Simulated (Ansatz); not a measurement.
A nudged elastic band was laid between two geometries of C$_{3}$H$_{9}$AlSeSi (15 atoms, charge 0, multiplicity 1).

Computed with RHF/def2-SVP (Ansatz).

```json
{
  "movable images": "5",
  "climbing image": "yes",
  "spring": "5.0 eV/Å²",
  "optimiser": "quadratic models (default)",
  "start path": "IDPP",
  "force threshold": "0.03 eV/Å",
  "iteration limit": "48",
  "end points": "relaxed"
}
```

Image 0:

```xyz
15
Properties=species:S:1:pos:R:3
C 1.470 -1.564 0.442
C 0.423 -0.983 -0.504
C -0.243 0.300 -0.037
Se -1.286 0.155 1.680
Al 0.037 2.133 0.695
Si -1.237 1.519 -1.157
H 1.933 -2.453 0.009
H 1.028 -1.857 1.397
H 2.260 -0.838 0.647
H 0.906 -0.745 -1.457
H -0.326 -1.748 -0.732
H -2.670 0.263 1.226
H 0.995 2.948 1.629
H -2.696 1.271 -1.302
H -0.617 1.550 -2.507
```

Image 6:

```xyz
15
Properties=species:S:1:pos:R:3
C 1.283 -1.671 0.606
C 0.257 -1.095 -0.367
C -0.205 0.322 -0.072
Se -1.132 0.575 1.697
Al 0.360 2.187 0.352
Si -1.110 1.487 -1.316
H 2.170 -1.036 0.662
H 1.600 -2.667 0.288
H 0.871 -1.764 1.613
H 0.701 -1.067 -1.367
H -0.598 -1.775 -0.439
H -2.519 0.808 1.304
H 1.482 2.990 1.098
H -2.595 1.422 -1.348
H -0.587 1.235 -2.683
```

(1) What changes between the two ends?

(2) What energy profile does the band end with?

(3) What is the geometry of the highest image?

(4) What are the harmonic wavenumbers there?

Results:

(1) No bond is made or broken. The dihedral H9–C1–C2–C3 goes from -57 to 64°. The two ends are copies of one structure, up to a mirror image or an exchange of like atoms.

(2) The forces met the threshold. The highest image is number 3 of 0 to 6, 15.2 kJ/mol above the ends, which have the same energy within 2 meV. A vibrational analysis at the climbing image gives one clearly imaginary mode, 262i cm⁻¹: a first-order saddle point.

```csv
image,path coordinate (Å),energy (kJ/mol),dihedral H9–C1–C2–C3 (°)
0,0.00,0.0,-57
1,0.61,3.0,-41
2,1.22,10.8,-20
3,1.84,15.2,3
4,2.45,10.7,25
5,3.07,2.7,47
6,3.68,0.0,64
```

(3) 
```xyz
15
Properties=species:S:1:pos:R:3
C 1.309 -1.670 0.601
C 0.273 -1.084 -0.380
C -0.207 0.326 -0.078
Se -1.131 0.548 1.700
Al 0.325 2.196 0.363
Si -1.138 1.485 -1.307
H 2.257 -1.877 0.102
H 0.963 -2.605 1.042
H 1.523 -0.985 1.422
H 0.709 -1.040 -1.381
H -0.581 -1.762 -0.465
H -2.525 0.755 1.314
H 1.436 3.010 1.113
H -2.622 1.397 -1.339
H -0.613 1.256 -2.678
```

(4) 262i, 105, 146, 182, 207, 243, 339, 406, 446, 469, 489, 517, 544, 569, 689, 759, 780, 852, 900, 1013, 1029, 1151, 1167, 1246, 1368, 1463, 1531, 1582, 1593, 1603, 2056, 2289, 2307, 2541, 3169, 3185, 3208, 3260, 3264 cm⁻¹.

Run time: 2.1 min on 2 threads of Arm Neoverse V2 (shared host), peak memory 0.5 GiB.
